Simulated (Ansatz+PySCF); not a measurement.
The numbers below are computed, except where a source is named.
This Ansatz input gave a total energy of -2098.60075 hartree.

```yaml
crystal:
  periodic: [false, false, false]
  atoms:
    - { symbol: Cu, position_ang: [0.0, 0.0, -0.83147] }
    - { symbol: Cl, position_ang: [0.0, 0.0, 1.4184] }
basis:
  gaussian: { orbitals: def2-SVP }
hamiltonian:
  xc: hf
correlation:
  method: mp2
  frozen_orbitals: { Cl: 5, Cu: 5 }
scf:
  omitted_lower_state_checks: [stability, starts, atomic_configurations, cluster_reference, orbital_swaps, given_window_search, neighbouring_geometries, increment]
```

Q: Write an input for PySCF with the same method and basis set.

A:

```python
from pyscf import gto, scf, mp

mol = gto.M(atom="""
Cu 0.000000 0.000000 -0.831470
Cl 0.000000 0.000000 1.418400
""", basis='def2-svp', charge=0, spin=0)
mf = scf.RHF(mol)
mf.kernel()
pt = mp.MP2(mf, frozen=10).run()
print(mf.e_tot, pt.e_corr, pt.e_tot)
```

PySCF 2.14.0 gave -2098.60075 hartree, 0.08 meV from the first.
